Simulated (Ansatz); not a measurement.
A structure relaxed at PBE-D4/def2-SVP in Ansatz, charge 0, singlet:

```xyz
7

Mo    0.037   -0.126   -0.077
O     1.263    0.098   -1.490
O    -0.790   -1.717    0.500
O     0.209    1.029   -1.646
O    -0.193   -1.081    1.614
H    -1.282    0.895    0.066
H     0.757    0.901    1.033
```

(1) Give its formula and point group.

(2) Summarise the bond lengths by kind (pairs closer than 1.2 times the sum of covalent radii, bridged metal pairs left out).

Results:

(1) the cluster MoO4H2. Point group C2 (tolerance 0.1 Å).

(2) 4 × Mo–O 1.88 to 1.96 Å; 2 × O–O 1.41 Å; 2 × H–Mo 1.67 Å. The metal has 6 neighbours: O 1.88 Å, O 1.88 Å, O 1.96 Å, O 1.96 Å, H 1.67 Å, H 1.67 Å.

In the def2 sets Mo takes a core potential; there is no spin–orbit coupling. The structure holds 2 bonds between oxygen atoms, so isomers without such links may lie far lower. Another isomer (singlet) lies 4.69 eV lower at PBE0-D4/def2-TZVP; other spin states weren't run for this one.
